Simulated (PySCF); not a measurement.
**Vertical excitation energies**

Compound: C2H3BO2S.
SMILES: `S=C=CB(O)O`

Method used: TDDFT PBE0/def2-SVPD, vertical, gas phase, core orbitals frozen in the response in PySCF 2.14.0, density-fitted response routines. Geometry: PBE0-D3(BJ)/def2-SVP, one conformer, isolated molecule. Torsions of this conformer, `[OH:1][B:2]([OH:3])[CH:4]=[C:5]=[S:6]`: O1–B2–C4–C5 1°, H–O1–B2–O3 180°, H–O3–B2–O1 0°.

```tsv
state	E (eV)	ν̃ (cm⁻¹)	f	|μ| (D)	symmetry	main configurations (H = HOMO, L = LUMO)
S1	2.78	22390	0.0000	0.03	–	H→L (100%)
S2	5.05	40710	0.059	1.76	A′	H→L+1 (65%), H-1→L (34%)
S3	5.79	46710	0.0033	0.39	A″	H→L+2 (95%)
S4	6.06	48900	0.0001	0.06	–	H-3→L (82%), H-2→L (13%)
S5	6.21	50070	0.0000	0.01	–	H-2→L (87%), H-3→L (11%)
S6	6.72	54210	0.037	1.21	A′	H-1→L+1 (91%)
S7	6.73	54260	0.864	5.82	A′	H-1→L (50%), H→L+1 (26%), H→L+6 (9%)
S8	6.80	54840	0.012	0.67	A″	H→L+3 (87%)
S9	6.95	56070	0.0008	0.17	–	H→L+4 (89%)
S10	7.09	57180	0.0038	0.38	A″	H→L+5 (97%)
```

Triplets, Tamm–Dancoff:

```json
{"state": "T1", "E (eV)": "2.43", "λ (nm)": "509.6", "main configurations (H = HOMO, L = LUMO)": "H→L (99%)"}
{"state": "T2", "E (eV)": "3.74", "λ (nm)": "331.7", "main configurations (H = HOMO, L = LUMO)": "H→L+1 (95%)"}
{"state": "T3", "E (eV)": "4.01", "λ (nm)": "309.2", "main configurations (H = HOMO, L = LUMO)": "H-1→L (90%)"}
{"state": "T4", "E (eV)": "5.50", "λ (nm)": "225.5", "main configurations (H = HOMO, L = LUMO)": "H-3→L (88%)"}
```

The lowest singlet comes at 447 nm (268 kJ/mol) in the visible; it is dark (f under 0.0005); its leading configuration is HOMO→LUMO (100%). The most intense listed level is S7 at 6.73 eV (184 nm, f = 0.864), 3.95 eV above S1. S6/S7 lie within about 0.01 eV of each other. Löwdin shares by element: HOMO carbon 48%, sulfur 42%; LUMO carbon 50%, sulfur 40%, hydrogen 5% or more. The listed states span 4.31 eV, and the widest gap between neighbours is 2.27 eV (S1 to S2). The oscillator strengths of these states sum to 0.980; summed over the whole spectrum of an exact calculation they would give the number of electrons, 52 (Thomas–Reiche–Kuhn). Of the 10 states listed, 4 reach f = 0.01 and 3 stay under 0.0005. S1 lies in the visible range (380 to 750 nm), at 447 nm, dark in the vertical dipole picture (f under 0.0005); light of that wavelength is blue, and its complementary colour is yellow; a Tamm–Dancoff triplet lies at 510 nm, without intensity as long as spin–orbit coupling is left out. All these states lie below the vertical ionisation energy of 9.01 eV (ΔSCF). Symmetry labels in Cs follow from the direction of the transition dipole and are given only for states with f of 0.002 or more. Only the lowest 10 singlets were computed, as vertical energies without vibronic structure.
